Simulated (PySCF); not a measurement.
# What a mistake does to a calculation on BCGeH7O

All numbers below are calculated, not measured. They come from PySCF 2.14.0, an open-source quantum chemistry program, on an isolated molecule that a program drew, which may never have been made. The molecule is BCGeH7O (charge 0, singlet), drawn as the SMILES string `[CH3][GeH2][BH]O`.

Each row is a Hartree-Fock (HF) and frozen-core CCSD(T) single point in the cc-pVDZ basis, meant for a local HF minimum. Run 1 is clean. Each other run has one planted mistake out of seven kinds, and not every kind appears here: one electron removed, one electron added, multiplicity raised by two, geometry at a saddle point, minimal basis STO-3G, one bond length entered in bohr, all coordinates scaled. The reference is restricted for singlets and unrestricted otherwise, and also for a bond in bohr. Adding or removing an electron swaps singlet and doublet. Electrons count all cores. HOMO and LUMO are orbital energies over both spins, the gradient is its largest component, and the lowest frequency (negative if imaginary) is given only where the gradient is small. Bond lengths are over the 10 bonds as drawn. T1 is the CCSD diagnostic: over 0.02 (restricted) or 0.045 (unrestricted) a single reference is doubtful. Germanium has the cc-pVDZ-PP basis, with a core potential (ECP10MDF) in place of its 10 inner electrons, and its 3s, 3p and 3d shells are frozen in CCSD(T).

Geometry of the clean run:
```xyz
11
BCGeH7O, angstrom
C    -0.3605    0.3258    0.8699
Ge    0.5436    0.9334   -0.7779
B     0.7059   -0.5852   -2.2230
O     0.2397   -1.8361   -2.0362
H     0.1880   -0.4993    1.3316
H    -1.3778   -0.0102    0.6530
H    -0.4206    1.1393    1.5950
H    -0.2376    2.1292   -1.3532
H     1.9420    1.4588   -0.4044
H     1.2312   -0.3813   -3.2846
H    -0.1724   -1.9904   -1.1998
```

| run | electrons | basis functions | <S^2> | HOMO (eV) | LUMO (eV) | gradient (hartree/bohr) | lowest frequency (cm^-1) | mean bond (Å) | longest bond (Å) | T1 | HF (hartree) | CCSD(T) (hartree) | mistake |
|---|---|---|---|---|---|---|---|---|---|---|---|---|---|
| 1 | 58 | 100 | 0.000 | -10.29 | 2.85 | 3.2e-05 | 71 | 1.3930 | 2.103 | 0.0136 | -434.90799 | -435.49367 | no fault |
| 2 | 58 | 100 | 0.000 | -10.28 | 3.19 | 5.5e-02 | - | 1.3275 | 2.004 | 0.0124 | -434.88386 | -435.46149 | all coordinates scaled |
| 3 | 59 | 100 | 0.761 | 1.06 | 8.33 | 7.9e-02 | - | 1.3930 | 2.103 | 0.0126 | -434.83396 | -435.43373 | ? |
| 4 | 58 | 100 | 0.957 | -8.48 | 1.27 | 3.8e-02 | - | 1.5688 | 3.733 | 0.0182 | -434.81322 | -435.36913 | ? |

**Which mistake was planted in run 3, and what did it cost?**

It counts 59 electrons, one more than the clean run, at the same geometry and basis. So the mistake is: one electron added. Subtracting run 1 and multiplying by 627.51 kcal/mol a hartree, the energy moved by 46.5 kcal/mol in HF and 37.6 kcal/mol in CCSD(T).

**Which mistake was planted in run 4, and what did it cost?**

The mean bond changes by a factor of 1.126 and the longest by 1.775, so the molecule wasn't scaled as a whole. A length L in bohr read as angstrom grows by (1/0.5292 - 1) L = 0.890 L. The 10 bonds together grew by 10 x 0.1758 = 1.758 Å, which gives L = 1.976 Å. That is bond C1-Ge2, 1.975 Å in the clean geometry. So the mistake is: one bond length entered in bohr. Subtracting run 1 and multiplying by 627.51 kcal/mol a hartree, the energy moved by 59.5 kcal/mol in HF and 78.2 kcal/mol in CCSD(T).

Cautions from the logs. Run 3: the HOMO is above zero, so the electron isn't bound and the energy depends on the basis.
